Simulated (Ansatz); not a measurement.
The same hydrogenolysis along the group B, Al, Ga, In.

Program: Ansatz. Geometries: PBE0-D4/def2-TZVP. ΔE: electronic, gas phase. CBS: MP2 limit from def2 TZ/QZ plus the TZ coupled-cluster correction, frozen cores. This one scheme is used for every species. Functionals use def2-TZVPP. def2 core potentials past Kr. For Ga, In, Se outer-core shells are correlated without core-valence functions, which leaves a few kJ/mol of doubt a bond. Scalar relativity is left out up to krypton.

| reaction | CCSD(T)/CBS(def2) (kcal/mol) |
| --- | --- |
| `B[Se]C` + H₂ → `C[SeH]` + BH₃ | 21.4 |
| `C[Se][AlH2]` + H₂ → `C[SeH]` + `[AlH3]` | ? |
| `C[Se][GaH2]` + H₂ → `C[SeH]` + `[GaH3]` | 24.7 |
| `C[Se][InH2]` + H₂ → `C[SeH]` + `[InH3]` | 25.4 |

Question: Fill in the missing values. (Estimate.)

Answer: Computed: `C[Se][AlH2]` + H₂ → `C[SeH]` + `[AlH3]`: +26.4 kcal/mol.

Largest T1 diagnostic: 0.014, for `[InH3]`.
